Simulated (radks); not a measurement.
Results of a calculation; reference values are marked as such.
Isoelectronic series with 15 electrons, each ion in its NIST ground configuration. Code: a radial shooting solver on a logarithmic mesh with Libxc functionals. Model: non-relativistic Kohn-Sham, PBEsol, spin-polarised, spherical densities, point nucleus; open shells are filled with parallel spins first. Total energies (hartree) and screening constants sigma, defined by e = -(Z - sigma)^2 / (2 n^2) hartree:

ion,configuration,E (hartree),3p up,3s down,3s up
P,[Ne] 3s2 3p3,-340.52939,12.966,12.187,11.885
S+,[Ne] 3s2 3p3,-396.93370,12.563,11.918,11.650
Cl2+,[Ne] 3s2 3p3,-457.93623,12.327,11.727,11.479
Ar3+,[Ne] 3s2 3p3,-523.52330,12.163,11.585,11.348
K4+,[Ne] 3s2 3p3,-593.68690,12.040,11.472,11.244
Ca5+,[Ne] 3s2 3p3,-668.42185,11.943,11.382,11.160
Sc6+,[Ne] 3s2 3p3,-747.72465,11.864,11.307,11.090
Ti7+,[Ne] 3s2 3p3,-831.59276,11.799,11.243,11.031
V8+,[Ne] 3s2 3p3,-920.02435,11.744,11.189,10.980
Cr9+,[Ne] 3s2 3p3,-1013.01801,11.696,11.142,10.936
Mn10+,[Ne] 3s2 3p3,-1110.57267,11.655,11.101,10.897
